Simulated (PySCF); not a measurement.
C₂H₁₀O₂Si₂, SMILES C([SiH]([SiH3])CO)O.

Coordinates come from a r2SCAN-D4/def2-SVP optimisation. The structure was generated by enumeration, and PubChem lists no compound with its InChIKey, so it may never have been made. The values are those of a single conformer.

Method: TDA-LC-ωPBE/def2-SVPD in PySCF.

Vertical excitations. Gas-phase values at a fixed geometry.

| state | energy (eV) | λ (nm) | f | main pairs |
|---|---|---|---|---|
| S1 | 6.76 | 183 | 0.011 | HOMO→LUMO+1 66 % |
| S2 | 6.88 | 180 | 0.004 | HOMO→LUMO 26 %, HOMO−1→LUMO+1 23 %, HOMO→LUMO+2 11 %, HOMO−2→LUMO+1 7 % |
| S3 | 7.29 | 170 | 0.002 | HOMO→LUMO 43 %, HOMO→LUMO+2 23 %, HOMO−1→LUMO+1 8 % |
| S4 | 7.35 | 169 | 0.036 | HOMO−1→LUMO 46 %, HOMO−1→LUMO+3 14 %, HOMO−1→LUMO+2 13 % |
| S5 | 7.52 | 165 | 0.083 | HOMO−1→LUMO+1 28 %, HOMO−2→LUMO+1 23 %, HOMO→LUMO+2 16 % |
| S6 | 8.02 | 155 | 0.016 | HOMO−1→LUMO+2 54 %, HOMO−2→LUMO 11 %, HOMO−1→LUMO+3 9 % |
| T1 | 6.22 | 199 | 0 | HOMO−1→LUMO+1 34 %, HOMO−1→LUMO 20 %, HOMO−1→LUMO+5 6 % |
| T2 | 6.25 | 198 | 0 | HOMO→LUMO+1 51 %, HOMO−1→LUMO+1 16 % |
Triplets are in the Tamm–Dancoff approximation.
